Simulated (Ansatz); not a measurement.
Ideal-gas functions of `[CH3][Ge]([F])([F])[Cl]` at 800 K and 1 bar, from an Ansatz frequency run at PBE0-D4/def2-TZVP.

Molar mass 161.09 g/mol, point group Cs (symmetry number 1), electronic degeneracy 1, moments of inertia 153.231, 240.839, 250.688 u Å². Harmonic wavenumbers (cm⁻¹, unscaled): 98, 148, 168, 189, 234, 250, 445, 634, 730, 734, 824, 827, 1273, 1444, 1446, 3078, 3180, 3181.

Use S(trans) = R[1.5 ln M + 2.5 ln T − 1.1517]; rotational temperatures θ = 24.2544 K / I; S(rot) = R[ln(√π/σ · √(T³/θAθBθC)) + 1.5]; for each mode x = 1.438777 ν̃/T, S = R[x/(eˣ − 1) − ln(1 − e⁻ˣ)] and H = RT x/(eˣ − 1); 1 cm⁻¹ = 0.0119627 kJ/mol; R = 8.31446 J/(mol·K).

Task: By hand: the entropy, in J/(mol·K).

Result: Translation 192.8. Rotation: θ = 0.1583, 0.1007, 0.0968 K, giving 127.5. Vibration, mode by mode: 22.76, 19.34, 18.30, 17.33, 15.57, 15.03, 10.38, 7.66, 6.62, 6.58, 5.77, 5.74, 3.03, 2.38, 2.38, 0.22, 0.18, 0.18, in all 159.5. Electronic 0.0. Sum 479.8 J/(mol·K).

Task: By hand: H − E and G − E in kJ/mol, counted from the electronic energy.

Result: Zero-point energy ½ × 18883 × 0.0119627 = 112.9; thermal vibration 58.8; translation, rotation and pV give 4 RT = 26.6. H − E = 198.3 kJ/mol, and G − E = 198.3 − 800 × 479.8/1000 = -185.5 kJ/mol.

Vibration gives 33 % of the entropy, 42.1 J/(mol·K) of it from the modes under 150 cm⁻¹: soft modes count most, and the harmonic formula is weakest for them.
